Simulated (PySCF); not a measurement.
SiH2F2, SMILES F[SiH2]F. Heavy atoms are numbered as in [SiH2:1]([F:2])[F:3]. Hydrogens are named by the atom that carries them.

Coordinates come from a TPSSh-D3(BJ)/def2-TZVP optimisation.

These are M06-2X/def2-TZVPD in PySCF values and carry that method's errors.

Mulliken values depend strongly on the basis, most of all with diffuse functions as here. Atomic charges (e), one atom of each kind:

```tsv
atom	meta-Löwdin	Mulliken
Si1 (SiH2)	[?]	0.60
F2	[?]	-0.28
H on Si1	[?]	-0.01
```

Problem. Fill in the missing entries. (Estimate from the structure and the level; the computed values follow.)

Solution. 
- Si1 (SiH2), meta-Löwdin: 1.30
- F2, meta-Löwdin: -0.52
- H on Si1, meta-Löwdin: -0.13
